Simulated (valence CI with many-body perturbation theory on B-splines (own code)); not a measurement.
# Tl LXXVII: electric-dipole lines

Level of theory: valence CI with perturbative core correlation (CI+MBPT): three valence electrons over a frozen Dirac-Fock core [He], a basis of 11 s, 11 p, 9 d, 7 f, 5 g, 2 h, 1 i functions for each j, with the one-electron correlation potential Σ1 (screened to all orders), the two-electron term Σ2, the three-electron term Σ3, Breit, model QED; selected single and double excitations, second order for the rest (own B-spline code, finite nucleus).

The last digits are not significant, and no measured levels were compared; by estimate large intervals hold to a few tenths of a per cent, small ones and those within an open d or f shell to about a per cent.

Lines 51 to 100 of 295 in falling wavelength, among levels below 17029 eV, chosen from the strongest by gf and those to the six lowest levels. Wavelengths and rates use the calculated energies. Electric multipoles are in the length gauge, E1 and E2 with the static RPA response of the core. Weak lines are less certain than strong ones. Lines between different terms over intervals too small for the method are left out, as are lines whose strength nearly cancels. The highest levels of a list are the least certain.

Levels are named by their leading jj configuration (3d3/2^4 stands for four electrons in 3d with j = 3/2), which in mixed levels can hold well under half, so a name can repeat and another be missing. Letters in brackets count levels of one name in rising energy.

```csv
λ vac (Å),Upper,Lower,A (s⁻¹),S (a.u.) with core polarisation,S without
16.65,(2s 2p3/2 3p3/2) J=7/2,(2s 2p3/2 3s) J=5/2,3.40e+12,6.19e-02,6.19e-02
16.60,(2s 2p3/2 3d5/2) J=7/2 [b],(2p1/2 2p3/2 3s) J=5/2,1.42e+12,2.56e-02,2.56e-02
16.57,(2s 2p3/2 3p3/2) J=5/2 [a],(2s 2p3/2 3s) J=3/2 [a],1.50e+12,2.03e-02,2.03e-02
16.45,(2s 2p3/2 3p3/2) J=1/2 [a],(2s 2p3/2 3s) J=3/2 [a],3.05e+12,1.34e-02,1.34e-02
16.42,(2p1/2^2 3p3/2) J=3/2,(2p1/2^2 3s) J=1/2,3.29e+12,2.87e-02,2.87e-02
16.35,(2s 2p1/2 3p3/2) J=3/2 [a],(2s 2p1/2 3s) J=1/2 [a],3.33e+12,2.88e-02,2.88e-02
16.35,(2s 2p3/2 3p3/2) J=3/2 [b],(2s 2p3/2 3s) J=3/2 [b],1.61e+12,1.39e-02,1.39e-02
16.32,(2s^2 3p3/2) J=3/2,(2s^2 3s) J=1/2,3.62e+12,3.11e-02,3.11e-02
16.24,(2p1/2 2p3/2 3p3/2) J=5/2 [b],(2p1/2 2p3/2 3s) J=3/2 [b],1.35e+12,1.71e-02,1.71e-02
16.17,(2s 2p3/2 3p3/2) J=3/2 [b],(2s 2p3/2 3s) J=1/2,2.11e+12,1.76e-02,1.76e-02
16.17,(2s 2p1/2 3p3/2) J=3/2 [b],(2s 2p1/2 3s) J=3/2,1.71e+12,1.43e-02,1.43e-02
16.13,(2s 2p1/2 3p3/2) J=5/2,(2s 2p1/2 3s) J=3/2,2.49e+12,3.10e-02,3.10e-02
16.07,(2s 2p3/2 3p3/2) J=1/2 [b],(2s 2p3/2 3s) J=1/2,3.03e+12,1.24e-02,1.24e-02
16.04,(2p1/2 2p3/2 3p3/2) J=5/2 [b],(2p1/2 2p3/2 3s) J=5/2,1.40e+12,1.71e-02,1.71e-02
15.90,(2s 2p3/2 3p3/2) J=5/2 [a],(2s 2p3/2 3s) J=5/2,2.11e+12,2.52e-02,2.52e-02
15.77,(2p1/2 2p3/2 3p3/2) J=1/2 [b],(2p1/2 2p3/2 3s) J=3/2 [b],3.14e+12,1.22e-02,1.22e-02
6.516,(2s^2 2p3/2) J=3/2,(2s 2p1/2^2) J=1/2,1.11e+11,6.04e-05,6.05e-05
5.065,(2s 2p1/2 2p3/2) J=3/2 [a],(2s^2 2p1/2) J=1/2,2.76e+11,7.08e-05,7.09e-05
5.029,(2s 2p3/2^2) J=5/2,(2s^2 2p3/2) J=3/2,6.77e+12,2.55e-03,2.55e-03
4.969,(2p1/2 2p3/2^2) J=3/2,(2s 2p1/2 2p3/2) J=1/2,1.74e+13,4.22e-03,4.22e-03
4.928,(2p1/2 2p3/2^2) J=5/2,(2s 2p1/2 2p3/2) J=3/2 [b],2.14e+13,7.58e-03,7.59e-03
4.925,(2p1/2 2p3/2 3d5/2) J=3/2 [a],(2s 2p1/2 3d5/2) J=3/2,1.10e+13,2.61e-03,2.61e-03
4.924,(2p1/2 2p3/2 3p3/2) J=3/2 [a],(2s 2p1/2 3p3/2) J=3/2 [b],1.11e+13,2.61e-03,2.61e-03
4.921,(2p1/2 2p3/2 3d5/2) J=5/2 [a],(2s 2p1/2 3d5/2) J=5/2 [b],8.37e+12,2.95e-03,2.96e-03
4.910,(2p1/2 2p3/2 3d3/2) J=5/2 [a],(2s 2p1/2 3d3/2) J=5/2,1.12e+13,3.93e-03,3.93e-03
4.906,(2p1/2 2p3/2 3s) J=3/2 [b],(2s 2p1/2 3s) J=1/2 [b],1.66e+13,3.86e-03,3.86e-03
4.905,(2p3/2^3) J=3/2,(2s 2p3/2^2) J=3/2,4.42e+13,1.03e-02,1.03e-02
4.905,(2p1/2 2p3/2 3d5/2) J=9/2,(2s 2p1/2 3d5/2) J=7/2,1.87e+13,1.09e-02,1.09e-02
4.896,(2s 2p3/2 3d5/2) J=7/2 [b],(2s 2p1/2 3p3/2) J=5/2,2.13e+13,9.86e-03,9.87e-03
4.894,(2p1/2 2p3/2 3p3/2) J=7/2,(2s^2 3d5/2) J=5/2,2.19e+13,1.01e-02,1.02e-02
4.886,(2p1/2 2p3/2 3d5/2) J=5/2 [b],(2s 2p1/2 3d5/2) J=3/2,8.75e+12,3.02e-03,3.03e-03
4.881,(2s 2p3/2 3p3/2) J=5/2 [b],(2s^2 3p3/2) J=3/2,2.81e+13,9.68e-03,9.69e-03
4.880,(2p1/2 2p3/2 3d3/2) J=5/2 [b],(2s 2p1/2 3d3/2) J=3/2 [b],1.84e+13,6.33e-03,6.34e-03
4.878,(2p1/2 2p3/2 3d3/2) J=7/2,(2s 2p1/2 3d3/2) J=5/2,1.87e+13,8.58e-03,8.59e-03
4.877,(2p1/2 2p3/2 3d5/2) J=7/2 [a],(2s 2p1/2 3d5/2) J=5/2 [a],1.59e+13,7.26e-03,7.27e-03
4.876,(2p1/2 2p3/2 3p1/2) J=5/2,(2s 2p1/2 3p1/2) J=3/2,2.10e+13,7.21e-03,7.22e-03
4.874,(2p1/2 2p3/2 3p3/2) J=5/2 [a],(2s 2p1/2 3p3/2) J=3/2 [a],1.51e+13,5.18e-03,5.19e-03
4.873,(2p1/2 2p3/2 3p1/2) J=3/2 [b],(2s 2p1/2 3p1/2) J=1/2 [b],2.11e+13,4.82e-03,4.82e-03
4.871,(2p1/2 2p3/2 3d5/2) J=7/2 [b],(2s 2p1/2 3d5/2) J=5/2 [b],9.80e+12,4.47e-03,4.48e-03
4.869,(2s 2p3/2 3d3/2) J=3/2 [b],(2s^2 3d3/2) J=3/2,2.82e+13,6.43e-03,6.44e-03
4.859,(2s 2p3/2 3d3/2) J=5/2 [b],(2s^2 3d3/2) J=3/2,2.60e+13,8.85e-03,8.86e-03
4.855,(2s 2p3/2 3p1/2) J=1/2,(2s^2 3p1/2) J=1/2,2.99e+13,3.38e-03,3.39e-03
4.855,(2p1/2 2p3/2 3s) J=5/2,(2s 2p1/2 3s) J=3/2,2.08e+13,7.03e-03,7.04e-03
4.854,(2s 2p3/2 3s) J=1/2,(2s^2 3s) J=1/2,2.98e+13,3.37e-03,3.37e-03
4.853,(2s 2p3/2 3p1/2) J=3/2 [b],(2s^2 3p1/2) J=1/2,2.89e+13,6.52e-03,6.53e-03
4.852,(2p1/2 2p3/2 3d5/2) J=3/2 [b],(2s 2p1/2 3d5/2) J=5/2 [b],1.53e+13,3.45e-03,3.45e-03
4.847,(2p1/2 2p3/2 3d5/2) J=7/2 [b],(2s 2p1/2 3d5/2) J=7/2,1.08e+13,4.85e-03,4.85e-03
4.846,(2p1/2 2p3/2 3p3/2) J=5/2 [b],(2s 2p1/2 3p3/2) J=5/2,1.28e+13,4.32e-03,4.32e-03
4.845,(2p1/2 2p3/2 3d3/2) J=3/2 [a],(2s 2p1/2 3d3/2) J=3/2 [a],1.70e+13,3.81e-03,3.82e-03
4.845,(2p1/2 2p3/2 3d3/2) J=5/2 [a],(2s 2p1/2 3d3/2) J=3/2 [a],9.63e+12,3.24e-03,3.25e-03
```
